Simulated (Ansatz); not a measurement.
Consider the hydrogenolysis of the Al–O bond: `[NH2][Al]([OH])[Br]` + H₂ → `[NH2][AlH][Br]` + H₂O.

Isolated molecules relaxed with PBE0-D4/def2-TZVP in Ansatz; ΔE leaves out vibrations. CBS: MP2 limit from def2 TZ/QZ plus the TZ coupled-cluster correction, frozen cores. This one scheme is used for every species. DFT in def2-TZVPP. B3LYP here is the variant with VWN-RPA as its local correlation; programs differ in this. For Br outer-core shells are correlated without core-valence functions, which leaves a few kJ/mol of doubt a bond. Scalar relativity is left out up to krypton. Each species was taken in one conformer, which may not be the lowest.

Task: Is it downhill or uphill in electronic energy at CCSD(T)/CBS, and by how much? (Best estimate.)

Result: The calculation gave: Uphill: ΔE = +107.4 kJ/mol.

Task: What do these levels give: r2SCAN-D4, PBE0-D4, BHLYP-D4, CAM-B3LYP-D4, B2PLYP, PBE, PBE0, B3LYP, BHLYP, MP2/def2-TZVPP, CCSD/def2-TZVPP, HF/def2-QZVPP? (Estimate.)

Result: The calculation gave: r2SCAN-D4 113.3, PBE0-D4 100.3, BHLYP-D4 108.7, CAM-B3LYP-D4 109.2, B2PLYP 109.1, PBE 98.2, PBE0 97.6, B3LYP 104.0, BHLYP 104.5, MP2/def2-TZVPP 115.1, CCSD/def2-TZVPP 105.3, HF/def2-QZVPP 98.9 kJ/mol.

Largest T1 diagnostic among the species: 0.009.

In def2-TZVPP, CCSD(T) changes the Hartree–Fock value by +9.0 kJ/mol (the triples alone add +2.1 kJ/mol) and MP2 by +16.6 kJ/mol. The D4 term adds +5.1 kJ/mol with B3LYP and +2.8 kJ/mol with PBE0; it sums over pairs of atoms, weighted by their polarisabilities, and B3LYP, whose exchange is more repulsive, gets the larger term.
